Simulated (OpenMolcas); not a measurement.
Ti2+ with 6 ligands (fluoride) in octahedral coordination (Oh). A charge of +0.667 e stands 3.2 Å behind each ligand. Ligand basis ANO-RCC-VDZP.

```json
{"Program": "OpenMolcas", "Method": "CASSCF", "Basis": "ANO-RCC-VTZP [6s5p3d2f1g]", "Scalar Hamiltonian": "DKH2, point nucleus", "Active space": "2 electrons in 5 orbitals (3d)", "State averaging": "2S+1 = 3 even, 10 roots; 2S+1 = 1 even, 15 roots", "Spin-orbit coupling": "state interaction with AMFI integrals over the reference wave functions"}
```

All ligands move together. At R = 2.17 Å |10Dq| is 10137 cm-1, and at R = 2.29 Å it is 7532 cm-1.

Problem. A third run gives 14243 cm-1. What distance was it run at?

Solution. With a power law R^-n the two known points give n = -ln(7532 / 10137) / ln(2.29 / 2.17) = 5.52. Then R = 2.17 × (10137 / 14243)^(1/5.52) = 2.040 Å. The run was at 2.03 Å, so the estimate is off by +0.010 Å.

An orbital triplet at a regular site is open to Jahn-Teller coupling, which can distort the site and quench the lowest spin-orbit gaps and is left out. Without dynamic correlation the repulsion within the d shell is too large (B by tens of per cent), so at a given field states of lower spin stand too high. Ligand-to-metal charge-transfer states are missing. With no ligand orbital active B as a rule stays too high, so bands that hang on it stand too high and its fall with covalency is understated. With metal d orbitals alone and no dynamic correlation the field as a rule comes out too small, by tens of per cent, by up to half for chloride and softer ligands. No measured value stands beside these numbers; the geometry is a model, was not optimised and need not be the one that this ion takes.
